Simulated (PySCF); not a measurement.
B2O2, charge +1, doublet, at a GFN2-xTB geometry (a state made from the parent by changing its charge; the spin is typed, not shown lowest); PySCF with PBE0/def2-SVP.

Input for PySCF:
```python
from pyscf import gto, scf, dft

mol = gto.Mole()
mol.atom = '''
    O    -0.000000   -0.000000   -2.002486
    B    -0.000000   -0.000000   -0.838130
    B     0.000000    0.000000    0.838130
    O     0.000000    0.000000    2.002486
'''
mol.basis = 'def2-svp'
mol.charge = 1
mol.spin = 1
mol.verbose = 4
mol.build()

mf = dft.ROKS(mol)
mf.xc = 'pbe0'
mf.kernel()
```

Question: Predict the main parts of the log of this PySCF run.

Answer: 
```
PySCF version 2.14.0

[INPUT] verbose = 4
[INPUT] num. atoms = 4
[INPUT] num. electrons = 25
[INPUT] charge = 1
[INPUT] spin (= nelec alpha-beta = 2S) = 1
[INPUT] symmetry False subgroup None
[INPUT] Mole.unit = angstrom
[INPUT] Symbol           X                Y                Z      unit          X                Y                Z       unit  Magmom
[INPUT]  1 O      0.000000000000   0.000000000000  -2.002486000000 AA    0.000000000000   0.000000000000  -3.784150108276 Bohr   0.0
[INPUT]  2 B      0.000000000000   0.000000000000  -0.838130000000 AA    0.000000000000   0.000000000000  -1.583836156782 Bohr   0.0
[INPUT]  3 B      0.000000000000   0.000000000000   0.838130000000 AA    0.000000000000   0.000000000000   1.583836156782 Bohr   0.0
[INPUT]  4 O      0.000000000000   0.000000000000   2.002486000000 AA    0.000000000000   0.000000000000   3.784150108276 Bohr   0.0

nuclear repulsion = 67.6101702616081
number of shells = 24
number of NR pGTOs = 96
number of NR cGTOs = 56
basis = def2-svp
ecp = {}

******** <class 'pyscf.dft.roks.ROKS'> ********
method = ROKS
initial guess = minao
damping factor = 0
level_shift factor = 0
DIIS = <class 'pyscf.scf.diis.CDIIS'>
diis_start_cycle = 1
diis_space = 8
diis_damp = 0
SCF conv_tol = 1e-09
SCF conv_tol_grad = None
SCF max_cycles = 50
direct_scf = True
direct_scf_tol = 1e-13
num. doubly occ = 12  num. singly occ = 1
XC library pyscf.dft.libxc version 7.1.2
    S. Lehtola, C. Steigemann, M. J. T. Oliveira, and M. A. L. Marques,  SoftwareX 7, 1–5 (2018)
XC functionals = pbe0
    C. Adamo and V. Barone,  J. Chem. Phys. 110, 6158 (1999)
    M. Ernzerhof and G. E. Scuseria,  J. Chem. Phys. 110, 5029 (1999)
radial grids:
    Treutler-Ahlrichs [JCP 102, 346 (1995); DOI:10.1063/1.469408] (M4) radial grids

becke partition: Becke, JCP 88, 2547 (1988); DOI:10.1063/1.454033
pruning grids: <function nwchem_prune>
grids dens level: 3
symmetrized grids: False
atomic radii adjust function: <function treutler_atomic_radii_adjust>
small_rho_cutoff = 0
Set gradient conv threshold to 3.16228e-05
tot grids = 56256
init E= -200.200949626702
  HOMO = -0.498928720423367  LUMO = -0.114335443107519  gap/eV = 10.46532
cycle= 1 E= -198.896795614892  delta_E=  1.3  |g|= 1.14  |ddm|= 2.12
  HOMO = -0.566955229372823  LUMO = -0.350938277656306  gap/eV = 5.87812
cycle= 2 E= -195.701097197042  delta_E=  3.2  |g|=  3.8  |ddm|= 2.44
  HOMO = -0.688947841666059  LUMO = -0.367490870508082  gap/eV = 8.74729
cycle= 3 E= -199.290199587344  delta_E= -3.59  |g|= 0.448  |ddm|= 2.03
  HOMO = -0.676072111160039  LUMO = -0.345047683292148  gap/eV = 9.00763
cycle= 4 E= -199.335351051976  delta_E= -0.0452  |g|= 0.147  |ddm|= 0.155
  HOMO = -0.673112017113838  LUMO = -0.340375716220379  gap/eV = 9.05422
cycle= 5 E= -199.340613088959  delta_E= -0.00526  |g|= 0.0298  |ddm|= 0.0753
  HOMO = -0.672503649733583  LUMO = -0.338608917301206  gap/eV = 9.08574
cycle= 6 E= -199.340854439616  delta_E= -0.000241  |g|= 0.00254  |ddm|= 0.0186
  HOMO = -0.672244712672136  LUMO = -0.338661094085389  gap/eV = 9.07727
cycle= 7 E= -199.340855860241  delta_E= -1.42e-06  |g|= 0.000414  |ddm|= 0.0012
  HOMO = -0.672317357124998  LUMO = -0.338757563848791  gap/eV = 9.07662
cycle= 8 E= -199.340855919225  delta_E= -5.9e-08  |g|= 2.83e-05  |ddm|= 0.00037
  HOMO = -0.672311723864631  LUMO = -0.338751140719837  gap/eV = 9.07665
cycle= 9 E= -199.340855917407  delta_E= 1.82e-09  |g|= 8.18e-05  |ddm|= 6.74e-05
  HOMO = -0.672311649299429  LUMO = -0.338751003260997  gap/eV = 9.07665
cycle= 10 E= -199.340855919474  delta_E= -2.07e-09  |g|= 1.24e-05  |ddm|= 6.22e-05
  HOMO = -0.672312040112467  LUMO = -0.338751330784384  gap/eV = 9.07665
cycle= 11 E= -199.340855919524  delta_E= -4.99e-11  |g|= 4.07e-07  |ddm|= 8.85e-06
  HOMO = -0.67231206651048  LUMO = -0.338751277062695  gap/eV = 9.07665
Extra cycle  E= -199.340855919524  delta_E= -1.14e-13  |g|= 6.84e-07  |ddm|= 6.47e-07
converged SCF energy = -199.340855919524
```
